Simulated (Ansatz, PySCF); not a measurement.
Gas-phase reaction in SMILES: CCCC[C@H](C)Cl [(2S)-2-chlorohexane] + 5 C (CH4) → 5 CC (C2H6) [ethane] + CCl (CH3Cl) [chloromethane]
Geometries: B3LYP-D3(BJ)/def2-TZVP minima from Ansatz (a quantum-chemistry and plane-wave program), one conformer each, not searched for the lowest.
Geometry of the first species:
```
C
H 1 1.0940
H 1 1.0965 2 106.49
C 1 1.5195 2 108.78 3 -114.69
H 4 1.0898 1 110.16 2 -173.89
C 4 1.5158 5 110.49 1 126.03
H 6 1.0891 4 111.24 5 56.68
H 6 1.0907 7 108.47 4 -121.98
H 6 1.0930 7 108.50 8 -117.56
C 1 1.5243 2 110.17 3 118.32
H 10 1.0925 1 109.34 2 63.83
H 10 1.0959 11 106.32 1 -117.85
C 10 1.5267 11 109.50 12 -118.01
H 13 1.0948 10 109.09 11 -64.08
H 13 1.0951 14 106.12 10 117.79
C 13 1.5258 14 109.53 15 118.18
H 16 1.0914 13 111.49 14 -58.07
H 16 1.0925 17 107.80 13 -122.08
H 16 1.0927 17 107.76 18 -115.80
Cl 4 1.8309 5 103.75 1 -117.68
```
Charge 0, spin multiplicity 1.

Wanted: bond separation energy (enthalpy at 298 K, with B3LYP-D3(BJ) rigid-rotor harmonic-oscillator terms from PySCF), in kcal/mol. Cores are frozen in the correlated levels unless marked. Spin-orbit coupling is left out. No relativistic terms. CBS(X,Y): correlation extrapolated as X^-3; Hartree-Fock from the larger set. [CCSD(T)-MP2]/basis is that difference in the basis named.

| level | program | bond separation energy (kcal/mol) |
|---|---|---|
| HF/6-31G | Ansatz | 13.0 |
| revPBE-D4/def2-TZVPD | Ansatz + dftd4 | 18.0 |
| r2SCAN-D4/def2-TZVPD | Ansatz + dftd4 | 18.8 |
| r2SCAN0/def2-TZVPD | Ansatz | 16.6 |
| HSE06-D3(BJ)/def2-TZVPD | Ansatz + dftd3 | 16.2 |
| CAM-B3LYP-D3(BJ)/def2-TZVPD | Ansatz + dftd3 | 16.6 |
| wB97X-V/def2-TZVPD | Ansatz | 16.9 |
| PBE-QIDH/def2-TZVPD | Ansatz | 17.2 |
| MP2/6-31G | Ansatz | 19.7 |
| MP2/6-31G* | Ansatz | 19.4 |
| SCS-MP2/STO-3G | Ansatz | 10.0 |
| SCS-MP2/6-31G | Ansatz | 18.1 |
| SCS-MP2/cc-pV(D+d)Z | Ansatz | 16.7 |
| SCS-MP2/aug-cc-pV(T+d)Z | Ansatz | 18.8 |
| CCSD/cc-pV(D+d)Z | Ansatz | 15.9 |
| CCSD/cc-pV(T+d)Z | Ansatz | 16.5 |
| CCSD(T)/STO-3G | Ansatz | 10.1 |
| CCSD(T)/aug-cc-pV(D+d)Z | Ansatz | 21.4 |
| CCSD(T)/aug-cc-pV(T+d)Z | Ansatz | 19.5 |
| CCSD(T)/cc-pwCVTZ | Ansatz | 18.3 |
| RI-MP2/CBS(cc-pV(T+d)Z,cc-pV(Q+d)Z)+[CCSD(T)-MP2]/cc-pV(T+d)Z | Ansatz | 18.9 |
